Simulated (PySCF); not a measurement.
**Trend along the fourth-period p block: MCa cations**

r²SCAN with double-zeta basis sets in PySCF, for the lowest determinant that a PBE0 search found; no spin–orbit coupling. De refers to high-spin ground-configuration atoms (the charge goes to the atom of lower measured ionisation energy or higher electron affinity, which is not always the lowest computed limit). A positive dipole points towards Ca; it is taken about the centre of mass and depends on that origin.

| M | basis | charged atom | state (unpaired electrons) | Re (Å) | ωe (cm⁻¹) | De (eV) | μ (D) |
| --- | --- | --- | --- | --- | --- | --- | --- |
| Ga | pcseg-1 | Ga+ | singlet (closed shell) | 3.448 | 129 | 1.74 | 6.79 |
| Ge | pcseg-1 | Ca+ | quartet (σ ↑, π ↑↑) | 2.714 | 248 | 1.93 | 10.77 |
| As | aug-pcseg-1 | Ca+ | triplet (π ↑↑) | 2.746 | 258 | 1.76 | 11.79 |
| Se | def2-SVP | Ca+ | doublet (π ↑) | 2.591 | 311 | 2.90 | 12.75 |
| Br | x2c-SVPall | Ca+ | singlet (closed shell) | 2.473 | 353 | 4.18 | 12.88 |

The shortest bond is that of CaBr⁺ (2.473 Å), the longest that of CaGa⁺ (3.448 Å).

The rows differ in basis set, which adds steps of its own.

The state changes along the series, so neighbouring rows are not always alike in their bonding.

Closed-shell solutions of metal pairs were not tested for spin polarisation, which can lower them a little. For an ion De counts to the pair picked by the measured ionisation energies or electron affinities, which need not be the lowest pair at this level. States were picked by a PBE0 search and need not be the measured ground states.
